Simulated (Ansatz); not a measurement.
Input for Ansatz (a program for electronic structure): R-r2SCAN/def2-TZVPPD on AlH3 (SMILES [AlH3]) with ghost functions, monomers drawn apart or pushed together. Files ending in .json are basis or fitting sets from the Basis Set Exchange.

Ansatz 0.2 input:
```yaml
crystal:
  periodic: [false, false, false]
  atoms:
    - {symbol: Al, position_ang: [0.07526809, -0.21232265, 0.65208523]}
    - {symbol: H, position_ang: [-1.44492903, -0.37966063, 0.19925407]}
    - {symbol: H, position_ang: [0.73711429, 1.20981120, 0.36304700]}
    - {symbol: H, position_ang: [1.01513339, -1.50009040, 0.62713314]}
basis:
  gaussian:
    orbitals: def2-TZVPPD.json
    ghost_atoms:
      - {symbol: C, position_ang: [0.21876034, -0.87371015, 5.14891304]}
      - {symbol: O, position_ang: [-0.35846947, 0.01881952, 4.18891151]}
      - {symbol: C, position_ang: [-1.15985842, 1.06122526, 4.75699011]}
      - {symbol: H, position_ang: [-0.57474870, -1.36559152, 5.71482193]}
      - {symbol: H, position_ang: [0.86958938, -0.31433202, 5.82372956]}
      - {symbol: H, position_ang: [0.79366823, -1.60572192, 4.59050472]}
      - {symbol: H, position_ang: [-1.99302956, 0.62368281, 5.30966631]}
      - {symbol: H, position_ang: [-1.53608925, 1.66292935, 3.93454282]}
      - {symbol: H, position_ang: [-0.54697615, 1.67623385, 5.41820910]}
hamiltonian:
  xc: {name: r2SCAN}
scf: {lower_state_search: off}
```

The head of its log:

```
WARN ansatz: RAYON_NUM_THREADS=1 ignored (pool sized by the plan → 1); use --threads N
Functional definition: r2SCAN
these checks for a lower state are left out or cut short: stability, starts, cluster_reference, orbital_swaps, neighbouring_geometries, increment
integrals: 0.25 GiB planned
1284 factors; their error is unknown
mean field: 1.83 GiB planned
mean field evaluation 1: about -6643.2712 eV, gradient 1.4e1 eV
mean field evaluation 2: about -6643.8315 eV, gradient 6.9e0 eV
```

Problem. Predict the final total energy.

Solution. -244.1621 hartree.
